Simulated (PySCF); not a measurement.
Stretching KGe

Set-up: K def2-SVP, Ge def2-SVP; no relativity (PySCF 2.14). Energies in eV from K + Ge in their ground configurations at the same level. State: ⁴Σ⁻ (quartet), unpaired electrons σ ↑, π ↑↑.

All columns are B3LYP. A positive dipole means K(−)Ge(+).

```
R (Å)  E (eV)  μ (D)  Mulliken charge on K (basis-dependent)  HOMO (eV)  LUMO (eV)  Mayer bond order  ⟨S²⟩
2.667  -0.878  -7.38                                    0.52      -3.76      -1.87              0.83  3.75
2.791  -1.075  -7.78                                    0.52      -3.65      -1.92              0.83  3.75
2.915  -1.185  -8.13                                    0.51      -3.56      -1.97              0.83  3.75
3.008  -1.225  -8.37                                    0.50      -3.50      -2.00              0.83  3.75
3.101  -1.239  -8.59                                    0.49      -3.45      -2.04              0.84  3.75
3.194  -1.233  -8.79                                    0.48      -3.41      -2.07              0.84  3.75
3.318  -1.203  -9.02                                    0.46      -3.35      -2.11              0.84  3.75
3.473  -1.142  -9.26                                    0.45      -3.30      -2.15              0.82  3.75
3.659  -1.051  -9.46                                    0.44      -3.26      -2.20              0.78  3.75
3.907  -0.916  -9.57                                    0.42      -3.25      -2.25              0.72  3.75
```

A fit through these points gives, at Re = 3.116 Å, μ = -8.63 D and dμ/dR = -2.21 D/Å; the reduced mass is 25.51 u.

Q: How strong is the fundamental in the double-harmonic approximation, I = 42.26·(dμ/dR)²/μred km/mol?

A: I = 42.26·(-2.21)²/25.51 = 8.09 km/mol at B3LYP.

Spin–orbit coupling is left out. The state was picked by a PBE0 search and need not be the measured ground state.
